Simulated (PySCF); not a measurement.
Calculation: PySCF with TPSSh-D3(BJ)/def2-TZVP // CAM-B3LYP-D3(BJ)/def2-TZVP. Isolated molecules, 0 K electronic values unless said otherwise. Excitations are Tamm–Dancoff values on a coarser integration grid. The basis has no diffuse functions, so Rydberg states are missing or too high.

Reference species (SMILES): `[Cl][GeH3]` (neutral, multiplicity 1).

The T1 excitation (TDA) is 6.37 eV. The HOMO–LUMO gap comes out as 7.41 eV.

Changed species: `[Cl][GeH]([Cl])[Cl]` (1 of 4 Cl replaced by H; the reference has 3 of 4 Cl replaced by H).

Problem. Give the shifts of the T1 excitation (TDA) and HOMO–LUMO gap.

Solution. the T1 excitation (TDA) falls by 0.51 eV, to 5.86 eV; the HOMO–LUMO gap falls by 0.66 eV, to 6.75 eV.
